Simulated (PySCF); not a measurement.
HI3OSi, SMILES I[Si](I)(I)O, PBE0/def2-SVP optimised geometry. Atoms within 1.6 Å of the plane z = 0.0 Å (x, y, z in Å): O1 (-1.51, 0.49, 0.00), Si2 (-0.94, -1.05, 0.00), I5 (1.51, -1.05, 0.00), H6 (-1.26, 1.05, 0.75).

Level of theory: PySCF with PBE0/def2-TZVP, def2 effective core potentials past Kr. The core electrons that the potentials of I replace are not part of the density. Cells within 0.4 Å of a nucleus heavier than hydrogen are left out (blank, or x).

Map of the electrostatic potential (hartree/e), clipped to [-0.08, 0.12] on the plane z = 0.0 Å:

```
|2222222222222222222222222222222|
|2222222222222222222222222222222|
|2222222222222222222222222222222|
|2222222222333322222222222222222|
|2222222223333332222222222222222|
|2222222233333333222222222222222|
|2222222233333333322222222222222|
|1111122233444333322222222222222|
|1111112234554433322222222222222|
|1111111246765433322222222222222|
|1111001499997543322222222222222|
|1110002999999543332222222222222|
|110000499xx99744333333322222222|
|11000059xxx99965445566544332222|
|110000499xx99997679999996543322|
|1110014999999999999999999854332|
|1111125999999999999999999975433|
|1112247999999999999999999996433|
|11223599999xx9999999xx999997533|
|1122469999xxx9999999xxx99997533|
|11224699999xx9999999xx999997433|
|1122359999999999999999999996433|
|1122357999999999999999999975332|
|1122345899999999999999999753322|
|1112234689999998668999986433222|
|1111223456788765444555443322222|
|1111222344555543332222222222222|
|1111122233333333222221111222222|
|1111111222222222221111111112222|
|1111111112222222211111111112222|
|1111111111111221111111111111222|
```
Scale: ten equal steps from -0.034 (start of '0') to 0.120 (end of '9'), in the order '0123456789'; x runs from -4.00 to 4.00, y from -4.00 (bottom) to 4.00 (top).
